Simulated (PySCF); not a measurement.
SiOCl₂ + H₂O → SiO₂ + 2 HCl

Level: PBE0 in the def2-TZVP basis family, all electrons, no relativity, computed in PySCF with density fitting; open shells unrestricted.

```json
{"species": "SiOCl₂", "state and structure": "singlet, C2v, Si–Cl 2.006 Å (×2), Si–O 1.506 Å; Cl–Si–Cl 108.6°, Cl–Si–O 125.7° (×2)", "ZPE (kJ/mol)": "19.2", "H(298 K) − H(0) (kJ/mol)": "14.7", "S° (J/(mol K))": "301.3"}
{"species": "H₂O", "state and structure": "singlet, C2v, O–H 0.960 Å (×2); H–O–H 105.1°", "ZPE (kJ/mol)": "56.5", "H(298 K) − H(0) (kJ/mol)": "9.9", "S° (J/(mol K))": "188.7"}
{"species": "SiO₂", "state and structure": "singlet, D∞h, Si–O 1.506 Å (×2)", "ZPE (kJ/mol)": "18.5", "H(298 K) − H(0) (kJ/mol)": "11.0", "S° (J/(mol K))": "231.3"}
{"species": "HCl", "state and structure": "singlet, C∞v, H–Cl 1.279 Å", "ZPE (kJ/mol)": "17.9", "H(298 K) − H(0) (kJ/mol)": "8.7", "S° (J/(mol K))": "186.6"}
```

Is the gas-phase reaction uphill or downhill in electronic energy at this level, and by how much?

At PBE0/def2-TZVP, ΔE = 264.8 kJ/mol, uphill. 

Add zero-point, thermal and entropy terms for 298.15 K and 1 bar.

ΔZPE = -21.4 and Δ[H(298) − H(0)] = 3.8 kJ/mol give ΔH° = 247.2 kJ/mol. ΔS° = 114.5 J/(mol K), so ΔG° = 247.2 − 298.15 × (0.1145) = 213 kJ/mol. ΔG° would change sign near 2160 K if ΔH° and ΔS° stayed fixed.

The structures come from searches over a few start shapes, so lower isomers are not excluded.
